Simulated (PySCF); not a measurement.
These are B3LYP-D3(BJ)/def2-TZVP // M06-2X/def2-TZVP in PySCF 2.14.0 values and carry that method's errors. All species are isolated molecules in the gas phase. One relaxed conformer stands for a flexible species; it need not be the lowest. B3LYP has the VWN-RPA correlation part, as in Gaussian. Excitations are Tamm–Dancoff values on a coarser integration grid. The basis has no diffuse functions, so Rydberg states are missing or too high.

Reference species (SMILES): `BB(O)O` (neutral, multiplicity 1).

```yaml
S1–T1 gap (TDA): 0.76 eV
S1 excitation (TDA): 4.21 eV
```

Changed species: `BSC` (X = methylthio; the reference has X = borono).

Task: What does the change do to the S1–T1 gap (TDA) and S1 excitation (TDA)?

Result: the S1–T1 gap (TDA) goes up by 0.87 eV, to 1.63 eV; the S1 excitation (TDA) rises by 1.63 eV, to 5.84 eV.
